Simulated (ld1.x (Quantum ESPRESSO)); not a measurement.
# Transferability test, TM potential for selenium (Se)

| Property | Result |
| --- | --- |
| Element | Se |
| Generator | ld1.x (Quantum ESPRESSO) 7.5 |
| Type | norm-conserving Troullier–Martins (Kleinman–Bylander form) |
| Functional | PBE |
| Relativity | scalar-relativistic |
| Frozen core | [Ar] |
| Valence charge | 16 |
| Reference configuration | 3d10 4s2 4p3.5 (charge +0.5) |
| Partial waves | 4s (bound): rc 1.35 bohr; 4p (bound): rc 1.40 bohr; 3d (bound): rc 1.10 bohr |
| Local potential | the d channel |
| Core correction | Bessel-smoothed model core inside 1.00 bohr |

Energies are relative to the spin-unpolarised reference configuration 3d10 4s2 4p3.5; without spin polarisation the order of configurations can differ from experiment.

```tsv
valence configuration	charge	ΔE all-electron (eV)	error AE − PS (meV)
3d10 4s2 4p4	0	-4.310	+1.0
3d10 4s2 4p3	+1	6.535	-0.4
3d10 4s2 4p2	+2	26.884	+1.8
3d10 4s0 4p6	0	17.655	-5.6
3d9 4s2 4p4	+1	59.782	-582
3d10 4s2 4p0	+4	99.936	+26
3d10 4s2 4p1	+3	57.752	+11
```

Levels in the configuration 3d9 4s2 4p4:

```
level  all-electron (eV)  pseudo (eV)
   3d            -75.665      -76.744
   4s            -29.613      -29.557
   4p            -17.258      -17.151
```

Note: ghost states, extra bound levels that the all-electron valence spectrum of the same l lacks: s at -459.8 eV, p at -162.0 eV. A true bound ghost makes a file unfit for plane-wave use.
